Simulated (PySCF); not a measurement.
**GaC: script and output**

Input:

```python
from pyscf import gto, scf, cc

mol = gto.M(
    atom='Ga 0 0 0; C 0 0 1.819',
    basis='sbkjc',
    ecp={'Ga': 'sbkjc', 'C': 'sbkjc'},
    charge=0,
    spin=3,
    verbose=4,
)
mf = scf.UHF(mol)
mf = mf.density_fit(auxbasis='def2-universal-jkfit')
mf.kernel()
mycc = cc.CCSD(mf, frozen=4)
mycc.kernel()
e = mycc.ipccsd(nroots=3)[0]
print('roots (eV) =', (e*27.211386).round(3))
mf.dip_moment()
print('orbital energies (hartree):', [e[max(0, n-3):n+3].round(4) for e, n in zip(mf.mo_energy, mol.nelec)])
```

```bash
$ OMP_NUM_THREADS=1 python input.py
```

Output (some set-up lines and the per-cycle HOMO/LUMO lines with their warnings removed):

```
PySCF version 2.14.0

[INPUT] Symbol           X                Y                Z      unit          X                Y                Z       unit  Magmom
[INPUT]  1 Ga     0.000000000000   0.000000000000   0.000000000000 AA    0.000000000000   0.000000000000   0.000000000000 Bohr   0.0
[INPUT]  2 C      0.000000000000   0.000000000000   1.819000000000 AA    0.000000000000   0.000000000000   3.437411820584 Bohr   0.0

nuclear repulsion = 24.4369904987796
number of shells = 15
number of NR pGTOs = 78
number of NR cGTOs = 39
basis = sbkjc
ecp = {'Ga': 'sbkjc', 'C': 'sbkjc'}

******** <class 'pyscf.df.df_jk.DFUHF'> ********
method = DFUHF
initial guess = minao
damping factor = 0
level_shift factor = 0
DIIS = <class 'pyscf.scf.diis.CDIIS'>
SCF conv_tol = 1e-09
SCF max_cycles = 50
number electrons alpha = 14  beta = 11
******** <class 'pyscf.df.df.DF'> ********
auxbasis = def2-universal-jkfit
init E= -252.845970398959

cycle= 1 E= -223.790068818293  delta_E= 29.1  |g|= 10.5  |ddm|= 8.94

cycle= 2 E= -235.939513097327  delta_E= -12.1  |g|= 8.94  |ddm|= 11.4

cycle= 3 E= -261.523262540961  delta_E= -25.6  |g|= 2.15  |ddm|= 6.13

cycle= 4 E= -261.04512591287  delta_E= 0.478  |g|= 1.58  |ddm|= 2.12
cycle= 5 E= -262.34323087457  delta_E= -1.3  |g|= 0.801  |ddm|= 1.73
cycle= 6 E= -262.48302042876  delta_E= -0.14  |g|= 0.0648  |ddm|= 0.622
cycle= 7 E= -262.493116045674  delta_E= -0.0101  |g|= 0.037  |ddm|= 0.163
cycle= 8 E= -262.500035747408  delta_E= -0.00692  |g|= 0.0236  |ddm|= 0.144
cycle= 9 E= -262.503557839622  delta_E= -0.00352  |g|= 0.0134  |ddm|= 0.132
cycle= 10 E= -262.504529992518  delta_E= -0.000972  |g|= 0.00488  |ddm|= 0.103
cycle= 11 E= -262.504664098384  delta_E= -0.000134  |g|= 0.0021  |ddm|= 0.0617
cycle= 12 E= -262.504675634201  delta_E= -1.15e-05  |g|= 0.000424  |ddm|= 0.0109
cycle= 13 E= -262.504676518775  delta_E= -8.85e-07  |g|= 0.000149  |ddm|= 0.00449
cycle= 14 E= -262.50467658854  delta_E= -6.98e-08  |g|= 5.94e-05  |ddm|= 0.00113
cycle= 15 E= -262.504676600436  delta_E= -1.19e-08  |g|= 1.35e-05  |ddm|= 0.000491
cycle= 16 E= -262.504676600924  delta_E= -4.89e-10  |g|= 3.41e-06  |ddm|= 0.000128
Extra cycle  E= -262.504676600935  delta_E= -1.03e-11  |g|= 2.16e-06  |ddm|= 9.3e-06
converged SCF energy = -262.504676600935  <S^2> = 3.7568803  2S+1 = 4.0034387

******** <class 'pyscf.cc.dfuccsd.UCCSD'> ********
CC2 = 0
CCSD nocc = (np.int64(10), np.int64(7)), nmo = (35, 35)
frozen orbitals 4
max_cycle = 50
direct = 0
conv_tol = 1e-07
conv_tol_normt = 1e-06
Init t2, MP2 energy = -0.271230887778663
Init E_corr(UCCSD) = -0.271230887781074
cycle = 1  E_corr(UCCSD) = -0.25718115024583  dE = 0.0140497375  norm(t1,t2) = 0.0961739
cycle = 2  E_corr(UCCSD) = -0.271843852811465  dE = -0.0146627026  norm(t1,t2) = 0.0429252
cycle = 3  E_corr(UCCSD) = -0.272019531067532  dE = -0.000175678256  norm(t1,t2) = 0.0281697
cycle = 4  E_corr(UCCSD) = -0.276405053688146  dE = -0.00438552262  norm(t1,t2) = 0.0194114
cycle = 5  E_corr(UCCSD) = -0.276868952698931  dE = -0.000463899011  norm(t1,t2) = 0.0104266
cycle = 6  E_corr(UCCSD) = -0.276817146446864  dE = 5.18062521e-05  norm(t1,t2) = 0.00311595
cycle = 7  E_corr(UCCSD) = -0.276956864583305  dE = -0.000139718136  norm(t1,t2) = 0.00120416
cycle = 8  E_corr(UCCSD) = -0.276949171726848  dE = 7.69285646e-06  norm(t1,t2) = 0.00037328
cycle = 9  E_corr(UCCSD) = -0.276942696465302  dE = 6.47526155e-06  norm(t1,t2) = 0.0001868
cycle = 10  E_corr(UCCSD) = -0.276948805868957  dE = -6.10940365e-06  norm(t1,t2) = 7.41923e-05
cycle = 11  E_corr(UCCSD) = -0.276948303040167  dE = 5.0282879e-07  norm(t1,t2) = 3.24942e-05
cycle = 12  E_corr(UCCSD) = -0.276948816359788  dE = -5.13319621e-07  norm(t1,t2) = 1.65747e-05
cycle = 13  E_corr(UCCSD) = -0.276948169793134  dE = 6.46566654e-07  norm(t1,t2) = 4.99284e-06
cycle = 14  E_corr(UCCSD) = -0.276948131142404  dE = 3.865073e-08  norm(t1,t2) = 1.87912e-06
cycle = 15  E_corr(UCCSD) = -0.276948101542147  dE = 2.96002566e-08  norm(t1,t2) = 9.09256e-07
UCCSD converged
E(UCCSD) = -262.7816247024768  E_corr = -0.2769481015421469

******** <class 'pyscf.cc.eom_uccsd.EOMIP'> ********
max_space = 20
max_cycle = 50
conv_tol = 1e-07
partition = None
EOM-CCSD root 0 E = 0.3069261460639541  qpwt = 0.917846  conv = True
EOM-CCSD root 1 E = 0.3449094042411583  qpwt = 0.957756  conv = True
EOM-CCSD root 2 E = 0.349999320611009  qpwt = 0.870294  conv = True
roots (eV) = [8.352 9.385 9.524]
Dipole moment(X, Y, Z, Debye):  0.00000, -0.00000, -0.68887
orbital energies (hartree): [array([-0.4098, -0.4098, -0.3171,  0.0681,  0.0681,  0.1617]), array([-1.1662, -0.6397, -0.3311,  0.0289,  0.0289,  0.0881])]
```

In short: E(SCF) = -262.504677 Eh, E(CCSD) − E(SCF) = -0.27695 Eh, ⟨S²⟩ = 3.757, μz(SCF) = -0.69 D, ionisation roots 8.352, 9.385, 9.524 eV.

Hardware: AMD EPYC 9B45, 1 thread, shared host. Wall time 2.4 s, peak memory 0.14 GiB.

The bond length is a typed value, not an optimised one. No search for the lowest solution was made.
